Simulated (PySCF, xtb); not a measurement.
Si(F)(OH)2(SMe) (CH₅FO₂SSi), SMILES CS[Si](O)(F)O. Other conformers were not sampled.

Harmonic wavenumbers (cm⁻¹) from GFN2-xTB (xtb 6.7.1) at its own minimum, in rising order: 40, 122, 131, 161, 189, 215, 259, 274, 284, 301, 528, 726, 767, 820, 827, 926, 952, 967, 998, 1320, 1451, 1454, 3043, 3051, 3062, 3642, 3684.

**Question.** What does B3LYP-D3(BJ)/def2-SVP (PySCF 2.14.0) give at its own minimum? (An estimate is asked for; the answer gives what the named calculation found.)

**Answer.** 32, 114, 129, 157, 203, 258, 272, 322, 337, 362, 535, 694, 777, 796, 864, 937, 966, 980, 991, 1333, 1448, 1463, 3055, 3164, 3170, 3862, 3876. Paired by order, the mean absolute difference is 40 cm⁻¹ and the zero-point energies are 43.2 and 44.5 kcal/mol.
